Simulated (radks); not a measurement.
Excited configurations of Tc: one electron is placed in a higher orbital outside [Kr] 4d5 5s1. The ground configuration is [Kr] 4d5 5s2. Calculated with a radial shooting solver on a logarithmic mesh with Libxc functionals: scalar-relativistic Kohn-Sham, PBE, spin-polarised, spherical densities, finite nucleus; open shells are filled with parallel spins first (spin-orbit coupling, left out, can overturn this in heavy ions); Fermi nuclear charge, rms radius 4.4112 fm. Excitation = E - E(ground); binding = E(ion) - E, where the ion is the core of charge +1; n* = 1/sqrt(2 binding) in atomic units, and the quantum defect is n - n*.

outer orbital  excitation (eV)  binding (eV)  quantum defect  eigenvalue (eV)
4f                       5.894         0.972           0.259           -0.476
5p                       2.034         4.832           3.322           -2.446
5d                       5.142         1.724           2.191           -0.791
6s                       4.252         2.614           3.719           -1.591
6p                       4.953         1.913           3.333           -1.134
6d                       5.764         1.102           2.486           -0.634
6f                       6.363         0.504           0.802           -0.321
7s                       5.458         1.408           3.891           -0.888
7p                       5.759         1.107           3.494           -0.698
7d                       6.131         0.736           2.700           -0.468

The Delta-SCF ionisation energy is 6.866 eV (NIST Atomic Spectra Database: 7.119 eV, measured). Self-interaction in the functional shifts the binding energies and quantum defects, so they are the method's values and not measured ones. Open shells are spherical and high-spin; term and fine-structure splittings are not resolved.
